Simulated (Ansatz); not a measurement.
Wavefunction ladder for ClH3S2Si, SMILES `S[SiH](S)Cl`

```xyz
7

S     1.7931   -0.5911   -0.7158
Si   -0.1368   -0.1248    0.0214
S    -0.3368    1.9514   -0.3540
Cl   -0.3699   -0.4993    2.0283
H     1.4902   -1.8866   -0.9101
H    -1.1504   -0.9642   -0.6501
H    -1.2894    2.1146    0.5804
```

The species carries charge 0 and has multiplicity 1. The structure was optimised at the PBE0-D4/def2-TZVP level. It is one conformer, not always the lowest. Frozen core, restricted reference, the Gaussian-basis code of Ansatz. CBS rows extrapolate triple and quadruple zeta; past MP2 they add the triple-zeta difference.

```
     basis      HF (Eh)  MP2 corr.  CCSD corr.       (T)  CCSD(T) total
  def2-SVP  -1544.86416   -0.48930           ?  -0.01456              ?
def2-TZVPP  -1545.40836          ?    -0.72295         ?              ?
def2-QZVPP  -1545.45260   -0.72632           –         –              –
 CBS(def2)  -1545.45870          ?    -0.83102     as TZ              ?
```

(1) Fill in the withheld values. (Estimate.)

Results:

(1) Ansatz gave: def2-SVP CCSD corr.: -0.54286; def2-SVP CCSD(T) total: -1545.42158; def2-TZVPP MP2 corr.: -0.66424; def2-TZVPP (T): -0.03309; def2-TZVPP CCSD(T) total: -1546.16440; CBS(def2) MP2 corr.: -0.77231; CBS(def2) CCSD(T) total: -1546.32281.
